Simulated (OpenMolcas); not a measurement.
Ta4+: moving or changing the point charges

Ta4+ among 6 point charges of -1.7 e arranged as a tetragonal octahedron (D4h), 2.08 Å from the ion, with the axial distance 2.059 Å.
```
   2.0800    0.0000    0.0000  -1.70
   0.0000    2.0800    0.0000  -1.70
  -2.0800    0.0000    0.0000  -1.70
   0.0000   -2.0800    0.0000  -1.70
   0.0000    0.0000    2.0592  -1.70
   0.0000    0.0000   -2.0592  -1.70
```

```json
{"Program": "OpenMolcas", "Method": "CASSCF", "Basis": "ANO-RCC-VTZP [8s7p5d3f2g1h]", "Scalar Hamiltonian": "DKH2, point nucleus", "Active space": "1 electron in 5 orbitals (5d)", "State averaging": "2S+1 = 2 even, 5 roots", "Spin-orbit coupling": "state interaction with AMFI integrals over the reference wave functions"}
```

Runs around this geometry, states (labels of D4, the rotations of D4h). Energies in cm-1 above the lowest state or level, χT in cm3 K/mol.

```tsv
R (Å)	q (e)	Axial / equatorial distance	Ground state	First state of that spin	First gap with spin-orbit (degeneracies)	χT at 300 K
2.08	-0.85	0.99	2B2	2E 175.9	150.9 (2, 2)	0.185
1.98	-1.7	0.99	2B2	2E 387.5	282.0 (2, 2)	0.081
2.08	-1.7	0.99	2B2	2E 355.6	264.4 (2, 2)	0.101
2.24	-1.7	0.99	2B2	2E 305.8	237.9 (2, 2)	0.141
2.08	-1.7	1.07	2E	2B2 2223	1396 (2, 2)	0.103
```

Taking the first state of the same spin as R^-n, n = -ln(305.8 / 387.5) / ln(2.24 / 1.98) = 1.9 between the shortest and longest distance.

The ground state changes within this set.

Spin-orbit coupling mixes the spin-free states strongly: the lowest level takes only 60 % from its leading state, 2B2 (figures for R = 2.08, q = -0.85, ratio = 0.99; the like holds for R = 1.98, q = -1.7, ratio = 0.99, R = 2.08, q = -1.7, ratio = 0.99, R = 2.24, q = -1.7, ratio = 0.99). An orbital doublet at a regular site is open to a Jahn-Teller distortion, which this geometry leaves out (holds for R = 2.08, q = -1.7, ratio = 1.07). Point charges carry no covalency, so the field is a model and not that of real ligands. No measured value stands beside these numbers.
